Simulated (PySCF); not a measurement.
# Computed properties of CH4SSeZn, SMILES C[S][Zn][SeH]

Zn(SMe)(SeH) (CH₄SSeZn), SMILES C[S][Zn][SeH]. Geometry optimised at PBE0-D3(BJ)/def2-SVP. The structure was generated by enumeration; whether it is a known compound was not checked. Other conformers were not sampled. All values are computed for the isolated molecule unless a solvent is named; none is compared with measurement here.

**Structure.** All 18 harmonic modes at PBE0-D3(BJ)/def2-SVP (PySCF) are real, so it is a minimum. With heavy atoms numbered as in [Zn:1]([S:2][CH3:3])[SeH:7], the shortest bond between them is S2–C3 at 1.830 Å and the longest Zn1–Se7 at 2.290 Å.

**Vibrations.** The strongest infrared lines (harmonic, unscaled, degenerate partners summed) lie at 430 cm⁻¹ (52 km/mol, Zn 49 %, S 45 %), 3066 cm⁻¹ (26 km/mol, H 98 %), 1336 cm⁻¹ (15 km/mol, H 87 %, C 13 %). The softest mode is at 59 cm⁻¹ and the zero-point energy is 29.3 kcal/mol.

**Electronic structure.** HF/def2-TZVP (PySCF) places the frontier levels at -9.53 and 1.73 eV, a gap of 11.26 eV, and gives a dipole moment of 1.50 D and a mean polarisability of 79.4 bohr³. PBE/def2-TZVP (PySCF) at the same geometry gives -5.70 and -1.79 eV, so its gap is 7.35 eV narrower. An orbital gap is neither the optical nor the fundamental gap.

**Excitations.** TDDFT-CAM-B3LYP/def2-SVPD (PySCF) has S1 at 4.70 eV (264 nm, f = 0.013, weak); the most intense of the 10 singlets computed lies at 6.40 eV (f = 0.77). T1 (TDA) is at 4.40 eV. TDDFT-PBE/def2-SVPD (PySCF) puts S1 at 3.97 eV. No vertical singlet excitation falls in the visible range (under 3.1 eV).

**NMR.** GIAO shifts at PBE0/pcSseg-1 (PySCF) (non-relativistic, atoms alike by connectivity averaged): ¹³C at 12.5 ppm against TMS; ¹H from 0.1 to 2.3 ppm against TMS.
